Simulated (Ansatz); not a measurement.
A structure relaxed at r2SCAN-D4/def2-TZVPD in Ansatz, charge -1, singlet:

```tsv
atom	x (Å)	y (Å)	z (Å)
Li1	0.876	0.099	2.958
Li2	1.490	-0.610	-0.229
Li3	-0.739	1.404	0.360
Li4	0.317	1.272	-3.137
Li5	-1.268	-1.028	-1.280
Sn6	-0.676	-1.137	1.328
```

(1) Give its formula and point group.

(2) Summarise the bond lengths by kind (pairs closer than 1.2 times the sum of covalent radii, bridged metal pairs left out).

Answers

(1) the cluster Li₅Sn⁻. Point group Cs (tolerance 0.1 Å).

(2) 4 × Li–Sn 2.57 to 2.72 Å; 3 × Li–Li 2.98 to 3.06 Å.

In the def2 sets Sn takes a core potential; there is no spin–orbit coupling. The restricted singlet is unstable towards broken spin symmetry in Hartree–Fock (as tested in another run); at r2SCAN-D4/def2-TZVPD this wasn't settled. The highest occupied level of the charge -1 singlet lies above zero (up to 0.22 eV). The electron is either unbound and held by the finite basis, or the level is raised by self-interaction error. Another isomer (singlet) lies 0.35 eV lower at PBE0-D4/def2-TZVPD; other spin states weren't run for this one.
